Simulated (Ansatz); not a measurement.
One change: `BCC(C)N` becomes `CC(C)N`.

Ansatz, PBE0-D4/def2-TZVP geometries, multiplicity 1. Each molecule was computed in one conformer, which needn't be the lowest.

```tsv
property	`BCC(C)N`
HOMO energy (B3LYP/def2-TZVPP) / eV	-6.65
LUMO energy (PBE/def2-TZVPP) / eV	-2.28
size of the dipole moment (ωB97M-V/def2-TZVPP) / D	1.30
size of the dipole moment (B3LYP/def2-TZVPP) / D	1.28
size of the dipole moment (PBE/def2-TZVPP) / D	1.29
HOMO energy (PBE/def2-TZVPP) / eV	-5.42
```

(1) What does the change do to each property? (Best estimate.)

Results:

(1) Ansatz gave: 
```
                                          property  `CC(C)N`  shift
               HOMO energy (B3LYP/def2-TZVPP) / eV     -6.60   0.05
                 LUMO energy (PBE/def2-TZVPP) / eV      0.19   2.47
size of the dipole moment (ωB97M-V/def2-TZVPP) / D      1.26  -0.04
  size of the dipole moment (B3LYP/def2-TZVPP) / D      1.24  -0.04
    size of the dipole moment (PBE/def2-TZVPP) / D      1.21  -0.08
                 HOMO energy (PBE/def2-TZVPP) / eV     -5.34   0.08
```

With PBE0 the HOMO rises by 0.07 eV and the LUMO rises by 2.24 eV, so the gap widens by about 2.17 eV. PBE moves the HOMO by 0.08 eV and ωB97M-V by 0.05 eV. Dipoles are sizes alone; their direction can turn.

B3LYP here is the variant with VWN-RPA as its local correlation; programs differ in this.
